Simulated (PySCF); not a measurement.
NMR data simulated for an unnamed compound:

1H NMR (300 MHz, computed): δ 8.18 (m, 1H), 7.80 (m, 1H), 7.60 (m, 1H), 7.57 (m, 1H), 5.92 (m, 1H), 5.77 (m, 1H).

13C{1H} NMR (computed): δ 171.9 (C), 167.2 (C), 146.4 (CH), 145.0 (C), 136.5 (CH), 129.4 (C), 128.8 (CH), 128.1 (CH), 125.8 (CH2).

No relativistic terms, one computed conformer, gas phase. Coordinates at the GFN2-xTB level; PBE0/pcSseg-1 with gauge-including orbitals; PySCF 2.14.

Referencing at the same level of theory: TMS for 1H (σ = 31.72 ppm) and 13C (σ = 186.93 ppm).

**Question.** Which of these does the molecule contain: a vinyl group CH=CH2, a methoxy group, a non-aromatic C=C double bond, an aldehyde, a benzene ring, an N-methyl group?

**Answer.** 
- A vinyl group CH=CH2: yes (δC 125.8, 146.4; δH 5.77 (m), 5.92 (m), 7.57 (m)).
- A methoxy group: no.
- A non-aromatic C=C double bond: yes.
- An aldehyde: no.
- A benzene ring: yes.
- An N-methyl group: no.

The data belong to SMILES C=Cc1ccc(F)cc1C(=O)F, C9H6F2O; they needn't prove each group on their own.

Carbon signals by region: 2 in the far downfield region (above 160 ppm), 7 in the sp2 and nitrile region (100–160 ppm). Above 160 ppm: 171.9, aromatic carbon bearing fluorine, 167.2, carbonyl carbon.

Splittings by 19F in the carbon and heteronuclear signals aren't shown, as no couplings were computed. Shifts are as computed. Against solution values, carbons near 30 ppm lie about +3 ppm off and those near 130 ppm about +5 ppm. Of 1211 compounds with measured shifts, 218 miss one by over three times the rms of a fit or turn the order of signals round; such compounds aren't used in these exercises. Multiplicities follow the n + 1 count of equivalent neighbours, as no J values were calculated; m marks all less simple cases, F and P coupling included.
